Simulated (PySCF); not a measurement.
C5H4BrP3.
Numbering: `[CH2:1]=[CH:2][c:3]1[p:4][cH:5][p:6][c:7]([Br:8])[p:9]1` (hydrogens: H10, H11 on C1; H12 on C2; H13 on C5)

Computed with PySCF 2.14.0, density-fitted response routines, TDDFT B3LYP/def2-SVPD, vertical, gas phase, core orbitals frozen in the response. Isolated species at its GFN2-xTB geometry (one conformer only). Relativistic effects, spin–orbit coupling among them, are left out although an element past zinc is present. Torsions of this conformer, `[CH2:1]=[CH:2][c:3]1[p:4][cH:5][p:6][c:7]([Br:8])[p:9]1`: C1–C2–C3–P4 0°.

Lowest singlets, with some entries withheld (?).

```json
{"state": "S1", "E (eV)": "3.08", "f": "?", "main configurations (H = HOMO, L = LUMO)": "H→L+1 (61%), H-1→L (37%)"}
{"state": "S2", "E (eV)": "3.34", "f": "?", "main configurations (H = HOMO, L = LUMO)": "H-2→L (96%)"}
{"state": "S3", "E (eV)": "3.38", "f": "?", "main configurations (H = HOMO, L = LUMO)": "H→L (93%)"}
{"state": "S4", "E (eV)": "3.58", "f": "?", "main configurations (H = HOMO, L = LUMO)": "H-2→L+1 (59%), H-3→L (36%)"}
{"state": "S5", "E (eV)": "3.65", "f": "?", "main configurations (H = HOMO, L = LUMO)": "H-3→L (60%), H-2→L+1 (39%)"}
{"state": "S6", "E (eV)": "3.87", "f": "?", "main configurations (H = HOMO, L = LUMO)": "H-3→L+1 (97%)"}
{"state": "S7", "E (eV)": "3.94", "f": "?", "main configurations (H = HOMO, L = LUMO)": "H-1→L (36%), H-1→L+1 (34%), H→L+1 (23%)"}
{"state": "S8", "E (eV)": "3.97", "f": "?", "main configurations (H = HOMO, L = LUMO)": "H-1→L+1 (59%), H-1→L (20%), H→L+1 (10%)"}
```

(1) Supply the missing values.

(2) What is the mean static polarisability from the same response equations?

(3) Which level carries the most intensity, and what share of the listed sum of f?

(4) How far apart are S1 and S3, in eV and cm⁻¹?

Answers

(1) 
- S1: f = 0.0009
- S2: f = 0.0028
- S3: f = 0.104
- S4: f = 0.010
- S5: f = 0.0001
- S6: f = 0.0064
- S7: f = 0.211
- S8: f = 0.268

(2) 170.6 au (25.28 Å³), with principal values 90.3, 169.6 and 252.0 au.

(3) S8, with f = 0.268 of 0.603, 44%.

(4) 3.380 − 3.083 = 0.297 eV, or about 2390 cm⁻¹.
